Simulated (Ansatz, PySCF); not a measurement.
Species: C₂H₇BN, net charge 0, doublet state. It need not be the lowest isomer of its formula. 
Structure (B3LYP-D3(BJ)/def2-TZVP (Ansatz, a quantum-chemistry and plane-wave program) minimum search):
```xyz
11

B      0.0407     0.0291     0.0031
C      1.5629    -0.1936     0.0177
C     -0.9731    -1.1792    -0.1110
N     -0.4454     1.3482     0.0944
H      2.0140    -1.1779    -0.0485
H      2.2841     0.6157     0.0950
H     -2.0233    -0.8768    -0.1097
H     -0.7950    -1.7507    -1.0274
H     -0.8314    -1.8846     0.7139
H     -1.4261     1.5738     0.0913
H      0.1528     2.1545     0.1689
```
Charge 0, spin multiplicity 2.

Dipole moments at this geometry, in debye (magnitudes).

```
level                program  dipole (D)
-------------------  -------  ----------
BLYP/def2-TZVPD       Ansatz        1.38
B97M-V/def2-TZVPD     Ansatz        1.24
B3LYP/def2-TZVPD      Ansatz        1.27
BHLYP/def2-TZVPD      Ansatz        1.15
r2SCAN0/def2-TZVPD    Ansatz        1.21
M06-2X/def2-TZVPD      PySCF        1.15
LC-wPBE/def2-TZVPD    Ansatz        1.16
wB97X-V/def2-TZVPD    Ansatz           …
CCSD(T)/aug-cc-pVDZ   Ansatz           …
```

Problem. Some entries are withheld; supply them.

Solution. 
- wB97X-V/def2-TZVPD, dipole (D): 1.19
- CCSD(T)/aug-cc-pVDZ, dipole (D): 1.29
